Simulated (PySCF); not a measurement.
C3H5, SMILES [CH]1CC1, multiplicity 2. Atoms are numbered in the order given.

```xyz
8

C      0.1669    -0.8676     0.0000
C     -0.0305     0.3621     0.7662
C     -0.0305     0.3621    -0.7662
H     -0.3493    -1.8144     0.0000
H     -0.9665     0.5126     1.2958
H      0.8236     0.8247     1.2507
H      0.8236     0.8247    -1.2507
H     -0.9665     0.5126    -1.2958
```
Charge 0, spin multiplicity 2.

Geometry: B3LYP-D3(BJ)/def2-TZVP.

Two levels are set side by side: PBE/pcH-1 (PySCF) and B3LYP/pcH-1 (PySCF). Contact hyperfine couplings, same geometry. Differences are taken from unrounded values.

| quantity | PBE |
|---|---|
| A(iso) of 13C, atom C1 (MHz) | 254.7 |
| A(iso) of 13C, atom C2 (MHz) | -19.9 |
| A(iso) of 13C, atom C3 (MHz) | -19.9 |
| A(iso) of 1H, atom H4 (MHz) | -15.6 |
| A(iso) of 1H, atom H5 (MHz) | 56.5 |
| A(iso) of 1H, atom H6 (MHz) | 85.0 |
| A(iso) of 1H, atom H7 (MHz) | 85.0 |
| A(iso) of 1H, atom H8 (MHz) | 56.5 |

Task: These are the PBE values. What does B3LYP give? (An estimate is asked for; the answer gives what the named calculation found.)

Result: 
| quantity | B3LYP | PBE minus B3LYP |
|---|---|---|
| A(iso) of 13C, atom C1 (MHz) | 277.6 | -22.9 |
| A(iso) of 13C, atom C2 (MHz) | -20.3 | 0.4 |
| A(iso) of 13C, atom C3 (MHz) | -20.3 | 0.4 |
| A(iso) of 1H, atom H4 (MHz) | -14.3 | -1.3 |
| A(iso) of 1H, atom H5 (MHz) | 56.2 | 0.3 |
| A(iso) of 1H, atom H6 (MHz) | 85.1 | -0.1 |
| A(iso) of 1H, atom H7 (MHz) | 85.1 | -0.1 |
| A(iso) of 1H, atom H8 (MHz) | 56.2 | 0.3 |

Rough cost on one machine, each run with all the roots and properties that it gave: B3LYP against PBE within a factor of 2.
